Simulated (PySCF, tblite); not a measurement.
Isomers of C6H7FN (doublet state). Level: GFN2-xTB in tblite, geometry and Hessian alike; calculated harmonic values, unscaled, isolated species. The method is semi-empirical: single wavenumbers can be off by several per cent or more. One conformer each. Open shells enter through the occupations alone, without spin polarisation, and single modes of such species can be off by tens of per cent.

Electronic energies: B3LYP/pcH-1 single points on the GFN2-xTB geometries (PySCF, gas phase).

```
                    SMILES  electronic energy, lowest = 0 (kcal/mol)
[H]/N=C\[C]1[C@H](F)C12CC2                                      50.8
   N#C[C@@H]1[CH]CC[C@H]1F                                       0.0
    [H]/N=C(\C=C)C/[C]=C\F                                      45.0
   [H]/N=C(/[CH]/C=C/F)C=C                                       8.7
        N#C[C@@H]1CCC[C]1F                                       0.4
```

Q: How do GFN2-xTB zero-point energies change the relative energies?

A: 
```csv
SMILES,ZPE (kcal/mol),of it from modes above 1550 cm⁻¹,electronic (kcal/mol),"with ZPE, lowest = 0 (kcal/mol)",lowest mode (cm⁻¹),rings
N#C[C@@H]1[CH]CC[C@H]1F,71.5,33.2,0.0,0.0,68,1
N#C[C@@H]1CCC[C]1F,72.4,33.1,0.4,1.3,65,1
[H]/N=C(/[CH]/C=C/F)C=C,69.8,35.9,8.7,7.0,46,0
[H]/N=C(\C=C)C/[C]=C\F,69.4,38.3,45.0,42.9,38,0
[H]/N=C\[C]1[C@H](F)C12CC2,70.8,33.4,50.8,50.1,77,2
```

The zero-point energies span 3.0 kcal/mol, from `[H]/N=C(\C=C)C/[C]=C\F` to `N#C[C@@H]1CCC[C]1F`. The order is unchanged.

Q: And how do the electronic energies of GFN2-xTB itself compare?

A: `N#C[C@@H]1[CH]CC[C@H]1F` 1.7; `N#C[C@@H]1CCC[C]1F` 0.0; `[H]/N=C(/[CH]/C=C/F)C=C` 20.4; `[H]/N=C(\C=C)C/[C]=C\F` 50.6; `[H]/N=C\[C]1[C@H](F)C12CC2` 34.5 kcal/mol, lowest = 0. Against the energies above, taken from the same isomer `N#C[C@@H]1[CH]CC[C@H]1F`, the largest difference is 18.0 kcal/mol.

Q: What do entropy and thermal enthalpy add at 298.15 K and 1 bar (rigid rotor, harmonic oscillator, one conformer each)?

A: 
```json
{"SMILES": "N#C[C@@H]1[CH]CC[C@H]1F", "point group": "C1", "symmetry number": "1", "S (cal/(mol K))": "88.4", "H − H(0) (kcal/mol)": "5.49", "ZPE + H − H(0) − TS (kcal/mol)": "50.6"}
{"SMILES": "N#C[C@@H]1CCC[C]1F", "point group": "C1", "symmetry number": "1", "S (cal/(mol K))": "88.9", "H − H(0) (kcal/mol)": "5.46", "ZPE + H − H(0) − TS (kcal/mol)": "51.4"}
{"SMILES": "[H]/N=C(/[CH]/C=C/F)C=C", "point group": "C1", "symmetry number": "1", "S (cal/(mol K))": "93.8", "H − H(0) (kcal/mol)": "6.12", "ZPE + H − H(0) − TS (kcal/mol)": "48.0"}
{"SMILES": "[H]/N=C(\\C=C)C/[C]=C\\F", "point group": "C1", "symmetry number": "1", "S (cal/(mol K))": "96.9", "H − H(0) (kcal/mol)": "6.33", "ZPE + H − H(0) − TS (kcal/mol)": "46.8"}
{"SMILES": "[H]/N=C\\[C]1[C@H](F)C12CC2", "point group": "C1", "symmetry number": "1", "S (cal/(mol K))": "89.8", "H − H(0) (kcal/mol)": "5.66", "ZPE + H − H(0) − TS (kcal/mol)": "49.7"}
```

S holds R ln(2S + 1) for the spin.
